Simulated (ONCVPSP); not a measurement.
## Varying the ONCV potential for boron

Base potential:

boron, optimised norm-conserving Vanderbilt (ONCV), made with ONCVPSP 4.0.1 (LDA (Perdew-Wang 92), scalar-relativistic). Core [He], reference 2s2 2p0.5 (charge +0.5). Waves: 2s: rc 1.15 bohr, ncon 5, nbas 9, qcut 5.9 1/bohr, 1 projector; 2p: rc 1.90 bohr, ncon 3, nbas 7, qcut 3.8 1/bohr, 2 projectors, debl 1.8 Ha; d scattering state at 0.27 Ha: rc 1.95 bohr, ncon 3, nbas 7, qcut 4.9 1/bohr, 3 projectors, debl 2.3 Ha. Local part: polynomial inside 0.75 bohr (lpopt 5, dvloc0 0 Ha). Core correction: polynomial model core, fcfact 0.2.

Cutoffs, loose and tight: the cutoffs (Ha) at which the residual kinetic energy of the hardest occupied pseudo-wave falls to 1 and 0.1 mHa per electron. They do not see the model core or the augmentation charge, which bear on the density cutoff. Test errors are all-electron minus pseudo excitation energies from the reference, over the configurations 2s2 2p1; 2s2 2p0; 2s1 2p0; 2s0 2p3. A dash means not determined; rows that change the core or the reference have their own tests.

```
              change    outcome  cutoff, loose  cutoff, tight  bound ghosts  GHOST(+) flags above zero  largest test error (meV)
                base  generated          22 Ha         125 Ha          none                       none                       +93
         p: qcut 4.3  generated          12 Ha         125 Ha          none                       none                       +82
      functional PBE  generated          17 Ha         126 Ha          none                       none                      +111
         p: qcut 4.4  generated          12 Ha         125 Ha          none                       none                       +79
          s: rc 1.58  generated          22 Ha          49 Ha          none                       none                       +93
core correction none  generated          22 Ha         125 Ha          none                       none                      +137
```

Task: What comes out with this change to the base: s: qcut 7.9; p: qcut 5.1; d: qcut 6.5?

Result: outcome: generated; cutoff, loose: 12 Ha; cutoff, tight: 53 Ha; bound ghosts: none; GHOST(+) flags above zero: none; largest test error (meV): +67.

Task: What comes out with this change to the base: all radii but the core radius scaled by about 1.06 (s 1.22, p 2.00, d 2.06 bohr); local potential polynomial inside 0.78 bohr (lpopt 5, dvloc0 0 Ha)?

Result: outcome: generated; cutoff, loose: 14 Ha; cutoff, tight: 42 Ha; bound ghosts: none; GHOST(+) flags above zero: none; largest test error (meV): +104.
